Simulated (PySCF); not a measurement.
## SMILES B[AsH]C(C)C, C₃H₁₀AsB

Geometry:
```tsv
atom	x (Å)	y (Å)	z (Å)
B1	2.432	0.126	-0.668
As2	1.064	-0.204	0.705
C3	-0.681	-0.364	-0.241
C4	-1.716	-0.966	0.696
C5	-1.092	1.004	-0.763
H6	3.556	-0.277	-0.488
H7	2.201	0.873	-1.590
H8	1.334	-1.653	1.062
H9	-0.522	-1.045	-1.092
H10	-1.422	-1.968	1.046
H11	-2.687	-1.064	0.183
H12	-1.870	-0.331	1.584
H13	-1.238	1.719	0.063
H14	-0.342	1.428	-1.448
H15	-2.044	0.933	-1.315
```

Level of theory: GIAO BHandHLYP/pcSseg-1 magnetisability, rotational g tensor and spin-rotation constants, non-relativistic, gas phase (PySCF 2.14.0). Geometry: PBE0-D3(BJ)/def2-SVP.

The calculation is non-relativistic, which matters for the atoms heavier than Zn.

Q: Give the nuclear spin-rotation constants along the inertial axes (H = +C I·J) beside the isotropic shieldings.

A: Rotational constants 5.2428, 2.1708, 1.7110 GHz. A star marks the isotopologue with that one atom substituted, in its own axes.
```
atom  isotope  Caa (kHz)  Cbb (kHz)  Ccc (kHz)  mean (kHz)  σ (ppm)
  B1      11B      2.599      1.127      0.257       1.328      4.1
 As2     75As      7.000      3.594      2.592       4.396   1441.0
  H6       1H      0.535     -0.124     -0.144       0.089     22.4
  H7       1H     -0.335      0.261     -0.167      -0.080     22.4
  H8       1H     -0.523     -0.006     -0.087      -0.205     27.4
  H9       1H     -0.535     -0.206      0.047      -0.231     29.0
 H10       1H     -0.514     -0.051     -0.123      -0.230     30.3
 H11       1H      0.024     -0.208     -0.170      -0.118     30.1
 H12       1H     -0.565     -0.221      0.026      -0.253     30.4
 H13       1H     -0.565     -0.232      0.034      -0.254     30.4
 H14       1H     -0.227     -0.069     -0.180      -0.159     29.6
 H15       1H      0.025     -0.206     -0.171      -0.117     30.1
  C3     13C*      0.829      0.295      0.274       0.466    162.1
  C4     13C*      0.775      0.316      0.292       0.461    159.2
```
For the geometry as given, no vibrational averaging.

Q: How do the rotational constants and the g tensor change when H6, H7, H8, H9, H10, H11, H12, H13, H14, H15 are replaced by deuterium?

A: Constants 3.9830, 1.7873, 1.3996 GHz; g -0.0257, -0.0149, -0.0026, against -0.0337, -0.0179, -0.0032 before.
